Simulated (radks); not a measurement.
Ionisation of the terbium ion Tb+, [Xe] 4f9 6s1, to [Xe] 4f9 as the strength of local exchange is varied. Calculated with a radial shooting solver on a logarithmic mesh with Libxc functionals: scalar-relativistic Kohn-Sham, Slater X-alpha exchange (alpha = 2/3 is LDA exchange), no correlation, spin-polarised, spherical densities, finite nucleus; open shells are filled with parallel spins first (spin-orbit coupling, left out, can overturn this in heavy ions); Fermi nuclear charge, rms radius 5.06 fm.

alpha	E(Tb+) (hartree)	exchange (hartree)	IE (eV)	-e of the level emptied (eV)	<r> of it (bohr)
0.558	-11654.3251	-201.5128	10.727	8.107 (6s)	3.846
0.667	-11693.9142	-241.7747	11.317	8.738 (6s)	3.754
0.762	-11728.5381	-277.0971	11.855	9.320 (6s)	3.676
0.806	-11744.6120	-293.5299	12.111	9.598 (6s)	3.640
0.883	-11772.7982	-322.3977	12.568	10.096 (6s)	3.579
0.946	-11795.9133	-346.1212	12.950	10.515 (6s)	3.530
1.005	-11817.6045	-368.4235	13.314	10.915 (6s)	3.486

NIST Atomic Spectra Database: 11.51 eV (semi-empirical). The Delta-SCF value meets it near alpha = 0.70. Open shells are spherical and high-spin; term and fine-structure splittings are not resolved. Spin-orbit splitting is averaged out at the scalar-relativistic level.
